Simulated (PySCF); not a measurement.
## C2H4OSi: g tensor and hyperfine couplings

Species: C₂H₄OSi (triplet state).
Geometry (GFN2-xTB, Å), atoms numbered from 1 in this order:
```
atom  x, y, z in Å
O1     2.6421   -0.5119    0.8713
C2     1.6823   -0.2160    0.1838
C3     0.3183   -0.2232    0.4280
Si4   -1.3033    0.1417   -0.3415
H5     1.8776    0.1415   -0.8691
H6    -1.9254    1.1672    0.4990
H7    -1.2186    0.6187   -1.7284
H8    -2.0640   -1.1086   -0.2902
```

The hyperfine couplings belong to this conformer and change with its torsions.

Identity: `O=C[C][SiH3]` [triplet].

Method used: UKS B3LYP, pcH-1 on C H O Si, non-relativistic, mean-field spin-orbit, GIAO (PySCF 2.14.0). Isolated species at its GFN2-xTB geometry (one conformer only). This triplet need not be the ground state; the singlet was not compared here. Couplings are sensitive to structure, and on GFN2-xTB geometries they can be far from those on DFT ones. Stability of the SCF solution: not tested.

```json
{"g1, g2, g3": "2.00233, 2.00308, 2.00701", "g_iso": "2.00414", "Form of g": "rhombic: the two nearest values differ by 16 % of g3 − g1", "⟨S²⟩": "2.0211 (exact 2.0000)"}
```

Hyperfine couplings atom by atom, in MHz; T1 to T3 are the principal values of the dipolar part; ρ(0) is the spin density at the nucleus:

| atom | isotope | a_iso | of which spin–orbit | T1 | T2 | T3 | Mulliken spin population | ρ(0) (bohr⁻³) |
| --- | --- | --- | --- | --- | --- | --- | --- | --- |
| O1 | 17O | -16.4 | -0.5 | -52.6 | 23.2 | 29.3 | 0.36 | 0.0525 |
| C2 | 13C | -34.9 | 0.1 | -11.9 | 1.5 | 10.4 | -0.17 | -0.0622 |
| C3 | 13C | 117.0 | -0.1 | -68.3 | 23.7 | 44.5 | 1.66 | 0.2083 |
| Si4 | 29Si | 12.6 | 0.0 | -2.8 | 0.8 | 2.1 | -0.06 | -0.0284 |
| H5 | 1H | 80.6 | 0.0 | -6.1 | -1.5 | 7.7 | 0.08 | 0.0361 |
| H6 | 1H | 32.9 | 0.0 | -3.2 | -2.3 | 5.5 | 0.03 | 0.0147 |
| H7 | 1H | 47.2 | 0.0 | -2.8 | -1.6 | 4.4 | 0.05 | 0.0211 |
| H8 | 1H | 32.6 | 0.0 | -3.2 | -2.3 | 5.5 | 0.03 | 0.0146 |

The Mulliken spin populations are largest on C3 (+1.66), O1 (+0.36), C2 (-0.17) and H5 (+0.08). The positive populations add up to 2.23 and the negative ones to -0.23, together 2S = 2.

Axes: g3 points within 1° of the C3–Si4 bond.

The 17O coupling of O1 (-16.4 MHz) shows only in satellite lines or after enrichment, since that isotope makes up about 0.038 % of natural oxygen.

The 13C coupling of C3 (117.0 MHz) shows only in satellite lines or after enrichment, since that isotope makes up about 1.07 % of natural carbon.

β density exceeds α density at some nuclei, such as C2 (-0.0622) and Si4 (-0.0284), spin density in bohr⁻³. In a single determinant that takes different orbitals for the two spins, that is spin polarisation.

On one thread, x86-64 server (shared host), this took 20 s wall.
